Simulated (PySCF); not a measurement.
A GIAO shielding run with PySCF (density fitting, non-relativistic, gas phase) on SMILES CCO[SiH2][C@@H]1CCN1, C5H13NOSi:

```
$ OMP_NUM_THREADS=1 python probes_run.py task.json out

{"job": {"kind": "nmr", "xc": "PBE0", "basis": "pcSseg-1"}, "charge": 0, "multiplicity": 1}
C     -3.217641    -0.305793    -0.368180
C     -2.389854     0.605539     0.525061
O     -1.303291     1.174172    -0.147815
Si    -0.032636     0.508795    -0.896379
C      1.025179    -0.606218     0.238539
C      1.886044     0.142821     1.273564
C      3.072688    -0.145856     0.351118
N      2.265732    -1.131252    -0.368365
H     -3.539431     0.238336    -1.252344
H     -2.623241    -1.159472    -0.683350
H     -4.092594    -0.659778     0.170251
H     -3.002699     1.441565     0.879876
H     -2.029120     0.046675     1.397203
H     -0.389545    -0.307567    -2.065452
H      0.669046     1.731124    -1.265863
H      0.441259    -1.432331     0.665213
H      1.956013    -0.368003     2.231241
H      1.648404     1.191608     1.437042
H      3.960206    -0.586931     0.811878
H      3.373104     0.724554    -0.243827
H      2.313457    -1.085045    -1.380476
```

Hardware: 1 thread of an Intel Xeon, shared host. The job also computes population analyses, field gradients, ring-centre shieldings.

**Question.** How large is the calculation?

**Answer.** 72 electrons, 208 basis functions and 1095 auxiliary functions.

**Question.** How long does it take, and how much memory does it need?

**Answer.** 80 s of wall time, with 13 SCF cycles and 5 response iterations; peak memory 1 GiB. Times on a shared host scatter by some tens of per cent.
